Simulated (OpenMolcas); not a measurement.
Fe2+: effect of the IPEA shift

| Item | Value |
| --- | --- |
| Program | OpenMolcas |
| Basis | ANO-RCC-VTZP [6s5p3d2f1g] |
| Scalar Hamiltonian | DKH2, point nucleus |
| Active space | 6 electrons in 5 orbitals (3d) |
| State averaging | 2S+1 = 5 even, 5 roots; 2S+1 = 3 even, 45 roots; 2S+1 = 1 even, 50 roots |
| Spin-orbit coupling | state interaction with AMFI integrals over the reference wave functions, term energies averaged over their components |

Methods on the same reference wave functions:
A. CASSCF
B. MS-CASPT2, IPEA 0 Eh, imaginary shift 0.1 Eh (closed shells correlated: 3s 3p)
C. MS-CASPT2, IPEA 0.25 Eh, imaginary shift 0.1 Eh (closed shells correlated: 3s 3p)

Energies in cm⁻¹ above 3d⁶ ⁵D₄, the measured ground level; measured values from Corliss and Sugar, J. Phys. Chem. Ref. Data 11, 135 (1982).

```json
{"Level": "3d⁶ ⁵D₄", "A": "0.0", "B": "0.0", "C": "0.0", "Measured": "0.0"}
{"Level": "3d⁶ ⁵D₃", "A": "435", "B": "438", "C": "438", "Measured": "436"}
{"Level": "3d⁶ ⁵D₂", "A": "745", "B": "745", "C": "745", "Measured": "739"}
{"Level": "3d⁶ ⁵D₁", "A": "946", "B": "942", "C": "943", "Measured": "932"}
{"Level": "3d⁶ ⁵D₀", "A": "1045", "B": "1039", "C": "1040", "Measured": "1027"}
{"Level": "3d⁶ ³H₆", "A": "22496", "B": "19670", "C": "20310", "Measured": "20051"}
{"Level": "3d⁶ ³H₅", "A": "22726", "B": "19890", "C": "20530", "Measured": "20301"}
{"Level": "3d⁶ ³H₄", "A": "22900", "B": "20040", "C": "20690", "Measured": "20482"}
{"Level": "3d⁶ ³P₂(1)", "A": "24638", "B": "18470", "C": "19420", "Measured": "19405"}
{"Level": "3d⁶ ³F₄(1)", "A": "25774", "B": "20760", "C": "21670", "Measured": "21462"}
{"Level": "3d⁶ ³P₁(1)", "A": "25909", "B": "19740", "C": "20690", "Measured": "20688"}
{"Level": "3d⁶ ³F₃(1)", "A": "26012", "B": "20970", "C": "21890", "Measured": "21700"}
{"Level": "3d⁶ ³F₂(1)", "A": "26189", "B": "21120", "C": "22050", "Measured": "21857"}
{"Level": "3d⁶ ³P₀(1)", "A": "26454", "B": "20280", "C": "21230", "Measured": "21208"}
{"Level": "3d⁶ ³G₅", "A": "28415", "B": "24200", "C": "24880", "Measured": "24559"}
{"Level": "3d⁶ ³G₄", "A": "28812", "B": "24560", "C": "25250", "Measured": "24941"}
{"Level": "3d⁶ ³G₃", "A": "29003", "B": "24750", "C": "25440", "Measured": "25142"}
{"Level": "3d⁶ ¹I₆", "A": "33852", "B": "30450", "C": "30850", "Measured": "30356"}
{"Level": "3d⁶ ¹G₄(1)", "A": "35701", "B": "31170", "C": "31630", "Measured": "30886"}
{"Level": "3d⁶ ³D₁", "A": "36777", "B": "30250", "C": "31130", "Measured": ""}
{"Level": "3d⁶ ³D₂", "A": "36807", "B": "30270", "C": "31150", "Measured": ""}
{"Level": "3d⁶ ³D₃", "A": "36928", "B": "30390", "C": "31280", "Measured": "30858"}
{"Level": "3d⁶ ¹S₀(1)", "A": "41502", "B": "34320", "C": "35330", "Measured": "34812"}
{"Level": "3d⁶ ¹D₂(1)", "A": "44458", "B": "36500", "C": "36900", "Measured": "35804"}
```

Deviations, from unrounded energies. A percentage is the sum of absolute deviations over the sum of measured energies, with the sign that they share, or ± where signs differ.

```json
{"Against measurement": "mean absolute deviation (cm-1)", "Levels": "21", "A": "3700", "B": "450", "C": "260"}
{"Against measurement": "fine structure of the ground term (%)", "Levels": "4", "A": "±1.2", "B": "+0.9", "C": "+1.0"}
{"Against measurement": "other terms of the ground configuration (%)", "Levels": "17", "A": "+18.2", "B": "±2.2", "C": "±1.3"}
```

C lies closest to measurement on these levels and A furthest from it. The largest miss of C in the table is 3d⁶ ¹D₂(1), by +1100 cm-1. The ranking rests on the paired levels alone, and a cruder setting can come out closer through cancelling errors.

Between B and C the level of the table that moves most is 3d⁶ ¹S₀(1), by 1000 cm-1 (lowest in B, highest in C). Moves below CASPT2's spread within the term are not significant.

The mean deviations of B to C differ by less than CASPT2's widest spread within a term (1100 cm-1), so their order carries little weight.

From A to B the spin-free energies of the other terms of 3d⁶ shown, above ⁵D, scale by factors of 0.75 to 0.90, as is usual when dynamic correlation screens the repulsion within a d or f shell.

The lowest spin-free term lies below A's lowest term by 0.460 hartree in B, 0.451 hartree in C.

CASPT2 does not keep the components of a term degenerate, so their means are used; among the terms shown or strongly mixed into the levels shown the widest spread is 1100 cm-1 (3d⁶ ¹I, C). The CASPT2 spread within a term exceeds the gap to the next term for 3d⁶ ³D and 3d⁶ ¹I, so the order of their levels is uncertain (figures for B; the like holds for C). Without dynamic correlation excited terms often stand tens of per cent too high (terms of higher spin than the ground term too low), and those without a measured partner can miss by more than the paired ones (holds for A). Computed and measured levels are paired by configuration, term and J; levels that our copy of the source lacks, or whose pairing is in doubt (as where it misses far off the trend of its configuration), stay unpaired and out of the deviations. Only configurations of the active space appear. Levels that lie high or do not pair safely by name in every column are left out.

A number in round brackets counts repeated terms of one configuration in the order of the reference energies.
